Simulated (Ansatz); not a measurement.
One change: `C=CCOB(O)O` becomes `OB(O)OC[SiH3]`.

Ansatz, PBE0-D4/def2-TZVP geometries, multiplicity 1. Each molecule was computed in one conformer, which needn't be the lowest.

```json
{"property": "size of the dipole moment (PBE/def2-TZVPP) / D", "`C=CCOB(O)O`": "0.16"}
{"property": "HOMO–LUMO gap (PBE0/def2-TZVPP) / eV", "`C=CCOB(O)O`": "7.75"}
{"property": "HOMO–LUMO gap (PBE/def2-TZVPP) / eV", "`C=CCOB(O)O`": "5.50"}
{"property": "LUMO energy (PBE/def2-TZVPP) / eV", "`C=CCOB(O)O`": "-0.96"}
{"property": "LUMO energy (B3LYP/def2-TZVPP) / eV", "`C=CCOB(O)O`": "-0.17"}
{"property": "HOMO energy (PBE/def2-TZVPP) / eV", "`C=CCOB(O)O`": "-6.46"}
```

(1) What does the change do to each property? (Estimate.)

Results:

(1) The calculation gave: 
| property | `OB(O)OC[SiH3]` | shift |
| --- | --- | --- |
| size of the dipole moment (PBE/def2-TZVPP) / D | 2.40 | 2.24 |
| HOMO–LUMO gap (PBE0/def2-TZVPP) / eV | 8.81 | 1.06 |
| HOMO–LUMO gap (PBE/def2-TZVPP) / eV | 6.45 | 0.95 |
| LUMO energy (PBE/def2-TZVPP) / eV | -0.62 | 0.34 |
| LUMO energy (B3LYP/def2-TZVPP) / eV | -0.10 | 0.07 |
| HOMO energy (PBE/def2-TZVPP) / eV | -7.06 | -0.60 |

With PBE0 the HOMO falls by 0.94 eV and the LUMO rises by 0.12 eV, so the gap widens by about 1.06 eV. PBE moves the HOMO by -0.60 eV and ωB97M-V by -0.98 eV. Dipoles are sizes alone; their direction can turn.

B3LYP here is the variant with VWN-RPA as its local correlation; programs differ in this.
